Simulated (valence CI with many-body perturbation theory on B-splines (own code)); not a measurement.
# Hg49+ in brief

Computed by configuration interaction combined with many-body perturbation theory (CI+MBPT): three valence electrons over a frozen Dirac-Fock core [Ar] 3d10, a basis of 11 s, 11 p, 9 d, 7 f, 5 g, 2 h, 1 i functions for each j, with the one-electron correlation potential Σ1 (screened to all orders), the two-electron term Σ2, the three-electron term Σ3, Breit, model QED; selected single and double excitations, second order for the rest (own B-spline code, finite nucleus).

The last digits are not significant, and no measured levels were compared; by estimate large intervals hold to a few tenths of a per cent, small ones and those within an open d or f shell to about a per cent.

Levels are named by their leading jj configuration (3d3/2^4 stands for four electrons in 3d with j = 3/2), which in mixed levels can hold well under half, so a name can repeat and another be missing.

Rates and lifetimes use the calculated energies. Strong lines usually hold to 10 to 20 %, long lifetimes can be off by a factor of two.

Question: What is the ground level?

Answer: (4s^2 4p1/2) J=1/2, composition 100 % 4s²4p ²P°, g = 0.657.

Question: What are the static dipole polarisabilities of the lowest levels?

Answer: (4s^2 4p1/2) J=1/2 0.0204 bohr³, of which the core gives 0.00141.

Question: Name the longest-lived excited levels whose lifetime is computed, and their main decay.

Answer: (4s 4p3/2 4d5/2) J=9/2 at 598.24 eV lives 67.7 ns, mostly by M1 to (4s 4p1/2 4d5/2) J=7/2; (4s^2 4p3/2) J=3/2 at 148.94 eV lives 45.6 ns, mostly by M1 to (4s^2 4p1/2) J=1/2.

Question: Among levels below 755.89 eV, which E1 lines absorb most strongly from the ground level?

Answer: to (4s^2 4d3/2) J=3/2 at 3.737 nm, f = 0.856; to (4s 4p1/2 4p3/2) J=3/2 at 4.607 nm, f = 0.434; to (4s 4p1/2 4p3/2) J=1/2 at 4.566 nm, f = 0.393.

Question: How well does LS coupling describe the low levels?

Answer: Among the lowest 20 levels the leading LS term, summed over configurations, holds 66 % on average. For single configurations the figures are 65 % in LS and 97 % in jj coupling. Terms mix most in the J = 3/2 level at 445.17 eV, where the leading one holds 36 %.

Question: What is the ionisation energy?

Answer: 2816.3 eV; NIST lists 2815 ± 4 eV (theoretical).

Question: Where does the other parity begin?

Answer: At (4s 4p1/2^2) J=1/2, 112.61 eV.
